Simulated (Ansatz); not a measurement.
The cluster Si₂Mo₅⁻ (the lowest doublet isomer of a short search), 7 atoms. Hardware: 4 threads of Arm Neoverse V2 on a shared host.

In the def2 sets Mo takes a core potential; there is no spin–orbit coupling. Correlated methods freeze 10 core orbitals; core or outer-core shells of Mo are correlated, in sets that lack core-valence functions.

Question: How many basis functions does each of these Ansatz runs have, and roughly what does it cost? PBE-D4/def2-SVPD, charge -1 doublet, relaxation, 20 steps; PBE-D4/def2-TZVPD, charge -1 quartet, energy, from earlier orbitals; HF/STO-3G, charge -1 doublet, energy; PBE0-D4/def2-TZVPD, charge -1 quartet, energy, from earlier orbitals; RPA@PBE/def2-TZVPD, charge -1 doublet, energy, from earlier orbitals; MP2/def2-TZVPD, charge -1 doublet, energy, from earlier orbitals; PBE0-D4/def2-SVP, charge -1 doublet, energy with a search over starts; r2SCAN-D4/def2-TZVPD, charge -1 quartet, energy, from earlier orbitals; B97M-V/def2-TZVPD, charge -1 doublet, energy, from earlier orbitals; PBE0-D4/def2-SVPD, charge -1 doublet, energy, from earlier orbitals; PBE0-D4/def2-TZVPD, charge -1 doublet, energy, from earlier orbitals; r2SCAN-D4/def2-TZVPD, charge -1 doublet, energy, from earlier orbitals.

Answer: Other jobs shared the machine, so times can vary by a factor of up to 3. A dash marks memory too small to be measured apart from the calling script's.

| run | functions | fitting or Cholesky vectors | wall time | peak host memory (GiB) |
| --- | --- | --- | --- | --- |
| PBE-D4/def2-TZVPD, charge -1 quartet, energy, from earlier orbitals | 286 | 2090 | 23 s | 0.8 |
| PBE0-D4/def2-TZVPD, charge -1 quartet, energy, from earlier orbitals | 286 | 2297 | 47 s | 1.8 |
| RPA@PBE/def2-TZVPD, charge -1 doublet, energy, from earlier orbitals | 286 | 2297 | 50 s | 1.6 |
| MP2/def2-TZVPD, charge -1 doublet, energy, from earlier orbitals | 286 | 2297 | 56 s | 1.7 |
| r2SCAN-D4/def2-TZVPD, charge -1 quartet, energy, from earlier orbitals | 286 | 2090 | 61 s | 0.99 |
| PBE0-D4/def2-TZVPD, charge -1 doublet, energy, from earlier orbitals | 286 | 2297 | 68 s | 1.9 |
| PBE0-D4/def2-SVP, charge -1 doublet, energy with a search over starts | 191 | 1967 | 90 s | 1.2 |
| HF/STO-3G, charge -1 doublet, energy | 153 | 1900 | 97 s | 2.8 |
| PBE0-D4/def2-SVPD, charge -1 doublet, energy, from earlier orbitals | 218 | 2200 | 2.2 min | 1.3 |
| B97M-V/def2-TZVPD, charge -1 doublet, energy, from earlier orbitals | 286 | 2090 | 2.4 min | 1.4 |
| r2SCAN-D4/def2-TZVPD, charge -1 doublet, energy, from earlier orbitals | 286 | 2090 | 3.1 min | 1.9 |
| PBE-D4/def2-SVPD, charge -1 doublet, relaxation, 20 steps | 218 | 1986 | 4.8 min | – |
